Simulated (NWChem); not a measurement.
Molecule: C₂H₇BS; SMILES CB(C)S

```xyz
11

B     -0.0019    -0.3793     0.0222
C      1.3591    -1.1567    -0.1289
H      1.4063    -1.5942    -1.1423
H      1.3941    -2.0123     0.5667
H      2.2639    -0.5496     0.0177
C     -1.3791    -1.1405     0.0242
H     -1.4032    -1.9184    -0.7570
H     -2.2696    -0.5048    -0.0849
H     -1.4713    -1.6803     0.9845
S      0.1149     1.4068     0.2115
H     -1.2025     1.7022     0.2799
```
Atoms are numbered in this order, from 1.

Level: PBE0/def2-SVP (NWChem), optimised geometry, unscaled harmonic frequencies. 

**Question.** List the harmonic frequencies with IR intensities, and the thermochemistry.

**Answer.** 
```tsv
frequency (cm⁻¹)	IR intensity (km/mol)
64	0.1
101	1.9
274	1.2
296	0.9
367	0.1
448	15.9
588	5.5
746	2.4
796	1.3
826	11.4
862	6.1
895	17.8
1112	166.5
1166	26.1
1311	43.6
1333	90.5
1419	4.4
1424	2.7
1442	7.7
1446	4.8
2707	4.7
3042	1.4
3045	2.0
3122	1.3
3126	8.9
3160	14.1
3162	8.8
```

- zero-point energy = 54.7 kcal/mol
- thermal correction to the enthalpy at 298.15 K (with zero-point energy) = 59.4 kcal/mol
- heat capacity Cv = 21.5 cal/(mol K)
- entropy at 298.15 K and 1 atm (symmetry number 1) = 78.8 cal/(mol K)
- dipole moment = 1.24 D

Rigid rotor and harmonic oscillator; modes under 100 cm⁻¹ make the entropy uncertain.
